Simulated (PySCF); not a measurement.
# Two-component Hartree-Fock for Re⁵⁸⁺ (rhenium, charge +58)

Start: [Ne] 3s2 3p5; 3p1/2 filled at m_j = -1/2, +1/2; 3p3/2 filled at m_j = -1/2, +1/2, +3/2. Calculated with PySCF 2.14 in an even-tempered Gaussian basis (18 s from 18 bohr⁻², ratio 2.4; 14 p from 23 bohr⁻², ratio 2.4; 4 d from 82 bohr⁻², ratio 2.6; 4 f from 120 bohr⁻², ratio 2.6): generalised Hartree-Fock with the X2C-1e Hamiltonian and a Gaussian nucleus; one run each with spin-orbit coupling (SO) switched off, then screened by Boettger's factors.

```
spinor shell  electrons  ε, spin-free (eV)  ε, screened SO (eV)  weight of nominal j (screened SO)  rms radius, screened SO (bohr)
       1s1/2          2           -76483.6             -76458.1                              1.000                          0.0204
       2s1/2          2           -16896.2             -16887.3                              1.000                          0.0814
       2p1/2          2           -15311.1             -16361.4                              1.000                          0.0690
       2p3/2          4           -15311.1             -14884.9                              1.000                          0.0763
       3s1/2          2            -6638.6              -6635.5                              1.000                           0.197
       3p1/2          2            -6161.2              -6428.9                              1.000                           0.187
       3p3/2          3            -6161.2              -6050.2                              1.000                           0.199
```

```json
{"quantity": "E (hartree)", "spin-free": "-13103.31724", "screened SO": "-13127.51283"}
{"quantity": "M_J", "spin-free": "3/2", "screened SO": "3/2"}
{"quantity": "⟨J²⟩", "spin-free": "3.750", "screened SO": "3.750"}
{"quantity": "⟨L²⟩", "spin-free": "2.000", "screened SO": "2.049"}
{"quantity": "⟨S²⟩", "spin-free": "0.750", "screened SO": "0.799"}
```

Each row is a mean over spinors that exchange with the open shell spreads, by up to 28.674 eV (3s1/2).

Breit and QED terms are absent; they matter most for the inner s and p1/2 levels.

Densities and radii are taken from the X2C orbitals without a picture-change correction, which distorts them close to the nucleus.

Without spin-orbit coupling the j labels of p, d and f shells carry no meaning; the spin-free column gives the mean over the occupied spinors of each nl shell.
